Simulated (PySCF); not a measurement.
Compound: C8H17S (charge +1).
Structure used (PBE0-D3(BJ)/def2-SVP), in Å, numbered top down from 1:
```xyz
26
C8H17S angstrom
C     -2.676   -0.309   -0.504
C     -1.588   -0.091    0.545
C     -1.881    1.133    1.403
C     -0.231    0.022   -0.144
C      0.224   -1.156   -1.003
C      1.743   -1.131   -1.093
C      2.249   -0.982    0.333
S      1.121    0.205    1.140
C      1.846    1.800    0.737
H     -2.535   -1.242   -1.067
H     -2.711    0.526   -1.221
H     -3.659   -0.366   -0.016
H     -1.554   -0.983    1.198
H     -1.128    1.279    2.196
H     -2.852    1.030    1.906
H     -1.924    2.048    0.790
H     -0.175    0.964   -0.716
H     -0.247   -1.089   -1.994
H     -0.118   -2.099   -0.545
H      2.085   -0.288   -1.715
H      2.150   -2.047   -1.546
H      3.279   -0.614    0.445
H      2.145   -1.909    0.916
H      2.710    1.949    1.398
H      2.143    1.839   -0.319
H      1.085    2.561    0.956
```

Computed with PySCF 2.14.0, PBE0-D3(BJ)/def2-SVP geometry optimisation, gas phase.

Take the most abundant isotopes and a rigid rotor. The values belong to one conformer with, in the numbering `[CH3:1][CH:2]([CH3:3])[C@@H:4]1[CH2:5][CH2:6][CH2:7][S@@+:8]1[CH3:9]`, C1–C2–C4–C5 -58°, C2–C4–C5–C6 -156°, C4–C5–C6–C7 49°, C5–C6–C7–S8 -40°, C6–C7–S8–C9 -87°.

Task: Give the principal moments of inertia and the rotational constants in GHz.

Result: Ia = 259.15, Ib = 460.14, Ic = 627.63 u·Å²; 505379 MHz·u·Å²/I gives 1950, 1098 and 805.2 MHz, that is A = 1.9501, B = 1.0983, C = 0.8052 GHz.

Task: Classify the top.

Result: An asymmetric top. Ray's parameter κ = (2B − A − C)/(A − C) = -0.488; −1 is the prolate and +1 the oblate limit.

Task: Is it planar, by Δ = Ic − Ia − Ib?

Result: Not planar: Δ = Ic − Ia − Ib = -91.66 u·Å². For a rigid frame Δ = −2 Σ m c², so Σ m c² = 45.83 u·Å² lies off the ab plane: 18.90 from hydrogen and 26.93 from heavier atoms. The atom farthest from that plane is 1.77 Å away.

Task: Give the other two planar moments, Paa and Pbb, and the rms extents of the mass along the axes.

Result: Paa = Σ m a² = (Ib + Ic − Ia)/2 = 414.31 and Pbb = Σ m b² = (Ia + Ic − Ib)/2 = 213.32 u·Å². With the mass M = 145.11 u, the rms extents √(P/M) along a, b and c are 1.69, 1.21, 0.56 Å.

Task: Where do the levels up to J = 2 lie, in MHz?

Result: Above 0(0,0):
J = 1: 1(0,1) 1904, 1(1,1) 2755, 1(1,0) 3048
J = 2: 2(0,2) 5647, 2(1,2) 6269, 2(1,1) 7149, 2(2,1) 9704, 2(2,0) 9768
The levels of one J sum to (2J + 1)J(J + 1)(A + B + C)/3.

Task: Which types of transition are allowed, and where do some lines up to J = 2 fall?

Result: The dipole components (about the centre of mass, as the species is charged) are |μa| = 3.13 D, |μb| = 0.45 D, |μc| = 0.91 D. Intensities carry the squares of the components, which stand as 1.00 : 0.02 : 0.08 (a : b : c). Some lines, for components of 0.1 D or more:

```json
{"type": "c", "branch": "Q", "J(Ka,Kc)": "1(1,1) ← 1(0,1)", "MHz": "852", "lower level (cm⁻¹)": "0.063"}
{"type": "b", "branch": "Q", "J(Ka,Kc)": "1(1,0) ← 1(0,1)", "MHz": "1145", "lower level (cm⁻¹)": "0.063"}
{"type": "a", "branch": "R", "J(Ka,Kc)": "1(0,1) ← 0(0,0)", "MHz": "1904", "lower level (cm⁻¹)": "0.000"}
{"type": "b", "branch": "R", "J(Ka,Kc)": "1(1,1) ← 0(0,0)", "MHz": "2755", "lower level (cm⁻¹)": "0.000"}
{"type": "b", "branch": "R", "J(Ka,Kc)": "2(0,2) ← 1(1,1)", "MHz": "2892", "lower level (cm⁻¹)": "0.092"}
{"type": "a", "branch": "R", "J(Ka,Kc)": "2(0,2) ← 1(0,1)", "MHz": "3744", "lower level (cm⁻¹)": "0.063"}
{"type": "a", "branch": "R", "J(Ka,Kc)": "2(1,1) ← 1(1,0)", "MHz": "4100", "lower level (cm⁻¹)": "0.102"}
{"type": "b", "branch": "R", "J(Ka,Kc)": "2(1,2) ← 1(0,1)", "MHz": "4366", "lower level (cm⁻¹)": "0.063"}
{"type": "c", "branch": "R", "J(Ka,Kc)": "2(1,1) ← 1(0,1)", "MHz": "5245", "lower level (cm⁻¹)": "0.063"}
{"type": "b", "branch": "R", "J(Ka,Kc)": "2(2,1) ← 1(1,0)", "MHz": "6656", "lower level (cm⁻¹)": "0.102"}
{"type": "b", "branch": "R", "J(Ka,Kc)": "2(2,0) ← 1(1,1)", "MHz": "7012", "lower level (cm⁻¹)": "0.092"}
```

Task: Estimate the classical rotational partition function at 10 K, 298.15 K and 500 K.

Result: Point group C1, symmetry number σ = 1; q = (√π/σ)·√((kT/h)³/(ABC)), k/h = 20836.6 MHz/K: 4060 at 10 K, 661000 at 298.15 K, 1440000 at 500 K.

Stationary, but not proved a minimum. Constants of a rigid frame at the computed geometry: no zero-point averaging, no centrifugal distortion. A rigid rotor knows nothing of internal rotation, which can split or shift real lines.

Rough CPU time on one thread of a shared machine: about 4 min. This is the geometry optimisation.
